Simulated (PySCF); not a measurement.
# Radial density of Er (erbium, neutral)

M06-2X, [Xe] 4f12 6s2, one real determinant. All numbers are calculated (PySCF 2.14, the spin-free X2C one-electron Hamiltonian (Gaussian nucleus), in ANO-RCC-VTZP).

```tsv
r (bohr)	4πr²ρ (e/bohr)	4πr²(ρα − ρβ)
0.0197	85.60	0.0020
0.0331	85.09	0.0047
0.0557	120.0	0.0046
0.0936	99.69	0.0072
0.157	106.7	0.1956
0.265	66.86	1.1411
0.445	59.25	2.6035
0.749	30.99	2.0500
1.26	11.83	0.6263
2.12	2.708	0.0239
3.57	0.6967	0.0009
6.00	0.1772	-0.0036
10.1	0.004561	-0.0004
```

Densities and radii are taken from the X2C orbitals without a picture-change correction, which distorts them close to the nucleus.

⟨L²⟩ = 24.03 against 30 for a pure H term, so this real determinant mixes terms. Spin-orbit coupling, absent here, splits the open shell strongly.

Problem. Where is the radial spin density 4πr²(ρα − ρβ) most negative, and why is it negative at all?

Solution. Around r = 6.00 bohr, down to -0.0036 e/bohr: exchange with the open shell polarises the paired shells in an unrestricted calculation.
